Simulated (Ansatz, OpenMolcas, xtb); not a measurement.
**A family of molecules: the vertical ionisation energy**

Gas-phase molecules, one atom swapped for its congeners: CH4O (methanol) `CO`; CH4S (methanethiol) `CS`; SeH(CH3). All are singlets with charge 0.

Shapes, held fixed at every level: PBE0-D4/def2-TZVP. Programs: Ansatz 0.2.0, OpenMolcas 26.06, xtb 6.7.1. Values in eV.

```csv
level,CH4O,SeH(CH3)
GFN2-xTB,15.47,13.52
HF/def2-TZVPP,9.69,7.94
B3LYP/6-31G* (Cartesian functions),10.65,8.93
PBE0-D4/def2-TZVPP,10.79,8.94
B2PLYP/def2-TZVPP,10.94,8.95
CCSD/def2-TZVPP,10.94,8.91
CCSD(T)/def2-TZVPP,10.99,8.96
measured,10.96,–
```

Problem. Estimate the column for CH4S from its neighbours.

Solution. The mean of the neighbours at CCSD(T)/def2-TZVPP is 9.98 eV, against 9.37 from the run: the member lies nearer Se. All rows: GFN2-xTB 13.92; HF/def2-TZVPP 8.28; B3LYP/6-31G* (Cartesian functions) 9.36; PBE0-D4/def2-TZVPP 9.33; B2PLYP/def2-TZVPP 9.33; CCSD/def2-TZVPP 9.32; CCSD(T)/def2-TZVPP 9.37; measured 9.44 eV. At CCSD(T)/def2-TZVPP the vertical ionisation energy falls at every step, from 10.99 to 8.96 eV. Every level shows the same order. Measured values: NIST CCCBDB. Relativity is left out for Se. Outer-core shells of Se are correlated, in sets that cover them unevenly. GFN2-xTB strays far from the other rows. The lone pairs of the heavier congeners lie higher, so an electron comes off more easily. xTB differences between charge states lack the method's empirical shift. Spin-orbit coupling, which grows down the group, is left out.
